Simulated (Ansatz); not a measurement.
C$_{3}$H$_{11}$SbSi (`C[CH2][Sb]([CH3])[SiH3]`). Charge 0, multiplicity 1. Sb takes the def2 core potential.

```json
{"atom": "C1", "x (Å)": "-1.842", "y (Å)": "1.372", "z (Å)": "0.621"}
{"atom": "C2", "x (Å)": "-0.361", "y (Å)": "1.084", "z (Å)": "0.791"}
{"atom": "Sb3", "x (Å)": "0.620", "y (Å)": "0.557", "z (Å)": "-1.080"}
{"atom": "C4", "x (Å)": "2.436", "y (Å)": "-0.164", "z (Å)": "-0.145"}
{"atom": "Si5", "x (Å)": "-0.436", "y (Å)": "-1.784", "z (Å)": "-1.144"}
{"atom": "H6", "x (Å)": "-2.299", "y (Å)": "1.673", "z (Å)": "1.568"}
{"atom": "H7", "x (Å)": "-2.386", "y (Å)": "0.494", "z (Å)": "0.262"}
{"atom": "H8", "x (Å)": "-2.017", "y (Å)": "2.178", "z (Å)": "-0.096"}
{"atom": "H9", "x (Å)": "-0.189", "y (Å)": "0.267", "z (Å)": "1.495"}
{"atom": "H10", "x (Å)": "0.169", "y (Å)": "1.962", "z (Å)": "1.169"}
{"atom": "H11", "x (Å)": "3.018", "y (Å)": "-0.733", "z (Å)": "-0.870"}
{"atom": "H12", "x (Å)": "3.024", "y (Å)": "0.694", "z (Å)": "0.182"}
{"atom": "H13", "x (Å)": "2.204", "y (Å)": "-0.795", "z (Å)": "0.713"}
{"atom": "H14", "x (Å)": "-0.386", "y (Å)": "-2.414", "z (Å)": "0.208"}
{"atom": "H15", "x (Å)": "0.303", "y (Å)": "-2.660", "z (Å)": "-2.095"}
{"atom": "H16", "x (Å)": "-1.859", "y (Å)": "-1.728", "z (Å)": "-1.579"}
```

(1) List the harmonic frequencies (cm⁻¹, unscaled) at PBE0-D4/def2-TZVP in Ansatz. (Estimate.)

(2) Is this a minimum?

(3) Give the ideal-gas thermochemistry at 298.15 K and 1 bar (rigid rotor, harmonic oscillator; point group C1, symmetry number 1).

(4) And at 400, 500, 600, 800 and 1000 K?

Results:

(1) Computed: 44, 86, 110, 113, 123, 131, 232, 250, 308, 480, 489, 511, 521, 702, 779, 787, 860, 936, 938, 958, 979, 1057, 1213, 1232, 1254, 1408, 1453, 1455, 1459, 1489, 1493, 2192, 2212, 2217, 3037, 3062, 3064, 3103, 3103, 3127, 3161, 3165.

(2) Yes, all 42 modes are real.

(3) Zero-point energy 330.7 kJ/mol; H(298) − E = 359.9 kJ/mol; entropy 422.1 J/(mol·K), of which translation 174.7, rotation 119.8, vibration 127.6; G(298) − E = 234.0 kJ/mol. Modes under 100 cm⁻¹ are hindered rotations or soft bends, so the harmonic entropy is rough.

(4) 
```csv
T (K),H − E (kJ/mol),S (J/mol/K),G − E (kJ/mol)
400,376.7,470.3,188.5
500,395.9,513.2,139.3
600,417.5,552.5,86.0
800,466.4,622.6,-31.7
1000,521.2,683.6,-162.4
```
